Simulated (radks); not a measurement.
The rhenium ion Re+, configuration [Xe] 4f14 5d5 6s1.

Method: Dirac Kohn-Sham, PBE, spin-unpolarised, spherical densities, point nucleus; open shells are shared between the two j in proportion to 2j + 1; speed of light set to 205.554 atomic units (1.5 times the physical value, a model run); computed with a radial shooting solver on a logarithmic mesh with Libxc functionals.

Energy parts (hartree):
part                       energy
total                 -16164.2982
kinetic                16965.0299
electron-nucleus      -39206.8836
Hartree                 6398.5589
exchange-correlation    -321.0034

Orbitals (lengths in bohr, moments of r in powers of bohr; r(max) is where P^2 peaks):
orbital  occ.  eigenvalue (hartree)   r(max)      <r^2>   <1/r>  small-component weight
1s1/2       2             -2498.438  0.01248  0.0005027   79.92                3.40e-02
2s1/2       2             -420.8154  0.06944   0.007769   19.05                7.57e-03
2p1/2       2             -403.2400  0.05297   0.005660   19.06                7.61e-03
2p3/2       4             -382.3442  0.05589   0.006189   17.74                7.29e-03
3s1/2       2             -97.18232   0.1926    0.04943   7.197                2.51e-03
3p1/2       2             -89.14414   0.1809    0.04552   7.134                2.48e-03
3p3/2       4             -84.64249   0.1869    0.04836   6.793                2.39e-03
3d3/2       4             -70.27736   0.1468    0.03748   6.705                2.35e-03
3d5/2       6             -69.17779   0.1486    0.03827   6.611                2.32e-03
4s1/2       2             -20.16192   0.4341     0.2426   3.079                8.20e-04
4p1/2       2             -16.79107   0.4341     0.2505   2.980                7.80e-04
4p3/2       4             -15.75288   0.4467     0.2656   2.859                7.45e-04
4d3/2       4              -9.86130   0.4424     0.2874   2.657                6.60e-04
4d5/2       6              -9.64406   0.4465     0.2931   2.624                6.50e-04
5s1/2       2              -3.05584   0.9892      1.346   1.216                1.84e-04
4f5/2       6              -2.05275   0.4121     0.4005   2.199                4.77e-04
5p1/2       2              -2.05264    1.060      1.642   1.095                1.51e-04
4f7/2       8              -2.00996   0.4142     0.4060   2.185                4.73e-04
5p3/2       4              -1.89792    1.095      1.763   1.051                1.42e-04
5d3/2       2              -0.50671    1.391      3.870  0.7254                6.91e-05
5d5/2       3              -0.49114    1.410      4.002  0.7133                6.70e-05
6s1/2       1              -0.42808    2.628      10.41  0.4148                2.42e-05

The highest occupied level is 6s1/2 at -11.649 eV. The density falls to 0.001 e/bohr^3 at r = 4.29 bohr.
